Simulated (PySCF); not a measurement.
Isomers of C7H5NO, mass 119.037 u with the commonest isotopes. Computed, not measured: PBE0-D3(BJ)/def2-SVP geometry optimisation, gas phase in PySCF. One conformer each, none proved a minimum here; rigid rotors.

Question: Order these by rotational constant B, largest first.
A. `[N:1]#[C:2][c:3]1[cH:4][cH:5][cH:6][c:7]([OH:8])[cH:9]1` with C6–C7–O8–H 180° (3-cyanophenol)
B. `[N:1]#[C:2][c:3]1[cH:4][cH:5][cH:6][cH:7][c:8]1[OH:9]` with C7–C8–O9–H 180°
C. `C1=CC=C2OC=NC2=C1` (benzoxazole)

Answer: C (1710 MHz), B (1512 MHz), A (1207 MHz).

Question: Order these by rotational constant A, largest first.
A. benzoxazole, `c1ccc2ocnc2c1`
B. `[N:1]#[C:2][c:3]1[cH:4][cH:5][cH:6][c:7]([OH:8])[cH:9]1` with C6–C7–O8–H 180°
C. `[N:1]#[C:2][c:3]1[cH:4][cH:5][cH:6][cH:7][c:8]1[OH:9]` with C7–C8–O9–H 180°

Answer: A (3988 MHz), B (3415 MHz), C (3069 MHz).

Question: Order these by rotational constant C, largest first.
A. `[N:1]#[C:2][c:3]1[cH:4][cH:5][cH:6][cH:7][c:8]1[OH:9]` with C7–C8–O9–H 180° (ortho-cyanophenol)
B. `[N:1]#[C:2][c:3]1[cH:4][cH:5][cH:6][c:7]([OH:8])[cH:9]1` with C6–C7–O8–H 180° (3-cyanophenol)
C. benzoxazole (`c1cccc2ocnc12`)

Answer: C (1197 MHz), A (1013 MHz), B (892.0 MHz).

```
        SMILES  point group  Ia (u·Å²)  Ib (u·Å²)  Ic (u·Å²)      κ  μa (D)  μb (D)  μc (D)
N#Cc1cccc(O)c1           Cs     147.99     418.57     566.56  -0.75    3.58    0.09    0.00
  N#Cc1ccccc1O           Cs     164.68     334.35     499.03  -0.51    3.21    0.07    0.01
 c1ccc2ocnc2c1           Cs     126.71     295.47     422.18  -0.63    0.59    1.17    0.00
```
